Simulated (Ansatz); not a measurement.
Coupled-cluster run, CH₅AlClFSi, SMILES `C[SiH2][Al]([F])[Cl]`.

```yaml
crystal:
  periodic: [false, false, false]
  atoms:
    - {symbol: C, position_ang: [-0.706324, 0.262889, 1.478390]}
    - {symbol: Si, position_ang: [0.222946, 0.750848, -0.077522]}
    - {symbol: Al, position_ang: [0.589584, -1.121541, -1.593043]}
    - {symbol: F, position_ang: [0.065087, -2.635923, -1.208777]}
    - {symbol: Cl, position_ang: [1.570481, -0.925181, -3.431114]}
    - {symbol: H, position_ang: [-0.157510, -0.497828, 2.036955]}
    - {symbol: H, position_ang: [-0.846249, 1.130519, 2.126948]}
    - {symbol: H, position_ang: [-1.689327, -0.143918, 1.233210]}
    - {symbol: H, position_ang: [-0.521289, 1.803709, -0.826670]}
    - {symbol: H, position_ang: [1.555804, 1.325526, 0.264722]}
basis:
  gaussian: {orbitals: def2-TZVPP}
correlation: {method: ccsd_t}
```

```sh
$ ansatz run in.yaml --threads 4 --pin off --events-out ev --progress --plain --max-ram 10444MiB
```

The program prints (abridged):

```
Functional definition: HF
1514 factors; integrals over basis functions are off by at most 1.1e-3 eV
mean field evaluation 1: about -30767.4147 eV, gradient 4.0e1 eV
mean field evaluation 2: about -30767.5935 eV, gradient 4.1e1 eV
mean field evaluation 4: about -30771.3234 eV, gradient 3.5e0 eV
mean field evaluation 8: about -30771.3974 eV, gradient 2.6e-1 eV
mean field -30771.39781408 eV, -1130.8280120650 hartree, gradient 3.0e-6 eV, S^2 0.000000; 0 other end points of the search recorded, 0 dependent functions left out
17 core orbitals not correlated: weight in the atoms' cores, before any rotation towards them, 1.000 or more for the frozen orbitals, at most 0.000 for the correlated occupied ones
reference -30771.39781408 eV, -1130.8280120650 hartree; 15, 15 occupied and 226, 226 virtual orbitals, 1514 factors
second order -22.08392845 eV of doubles, -0.00000000 eV of singles
cycle   1  -22.92166837 eV  change   -8.4e-1 eV  update   1.0e-1
cycle   2  -23.42938536 eV  change   -5.1e-1 eV  update   3.1e-2
cycle   3  -23.54889951 eV  change   -1.2e-1 eV  update   1.7e-2
cycle   4  -23.53962856 eV  change    9.3e-3 eV  update   3.9e-3
cycle   5  -23.53654152 eV  change    3.1e-3 eV  update   1.7e-3
cycle   6  -23.53693311 eV  change   -3.9e-4 eV  update   4.9e-4
cycle   7  -23.53675704 eV  change    1.8e-4 eV  update   1.7e-4
cycle   8  -23.53670540 eV  change    5.2e-5 eV  update   5.0e-5
cycle   9  -23.53672569 eV  change   -2.0e-5 eV  update   1.9e-5
perturbative correction -0.83908615 eV, -0.0308358473 hartree
Total energy: -30795.77362593 eV, -1131.7238066277 hartree
```

It took 2.5 min on 4 threads of an Arm Neoverse V1 on a shared host, with 5.5 GiB of host memory at the peak.

MP2 recovers 90.6 % of the CCSD(T) correlation energy and the triples give 3.4 %; T1 = 0.0115.
